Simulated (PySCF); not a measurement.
C₆ coefficients of unlike pairs at UHF

Calculated with PySCF 2.14 from the dipole response of each species, C₆(A,B) = (3/π) ∫ α_A(iu) α_B(iu) du, in atomic units, from isotropic polarisabilities. For ions this is the dispersion term alone; charge-induced terms of lower order in 1/R come first.

```
species            configuration                                                                   basis      relativity  α (bohr³)  C₆ (like pair)
     H⁻                 1s2 (1S)  aug-cc-pVTZ with one added diffuse shell each of s, p, d type (5s4p3d)            none      79.99           601.5
     Tc        [Kr] 4d5 5s2 (6S)                                             aug-cc-pVTZ-DK (9s8p6d3f2g)   spin-free X2C      137.4            1568
    S²⁺        [Ne] 3s2 3p2 (3P)                                                dyall-acv3z (19s12p6d4f)            none      7.505           27.36
   Pb³⁺  [Xe] 4f14 5d10 6s1 (2S)                             aug-cc-pwCVTZ-PP with ECP60MDF (8s7p6d4f1g)  core potential      9.954           53.56
```

Estimate C₆ for S²⁺ with Tc.

The integral gives 168.6. The combination rule 2 C_A C_B / (C_A α_B/α_A + C_B α_A/α_B) gives 146.3 and the geometric mean 207.1.

No spin-orbit coupling is included.

The other pairs:

```json
{"pair": "S²⁺, H⁻", "C₆": "97.38"}
{"pair": "Tc, H⁻", "C₆": "964.7"}
{"pair": "Pb³⁺, S²⁺", "C₆": "37.52"}
{"pair": "Pb³⁺, Tc", "C₆": "224.8"}
{"pair": "Pb³⁺, H⁻", "C₆": "127.8"}
```
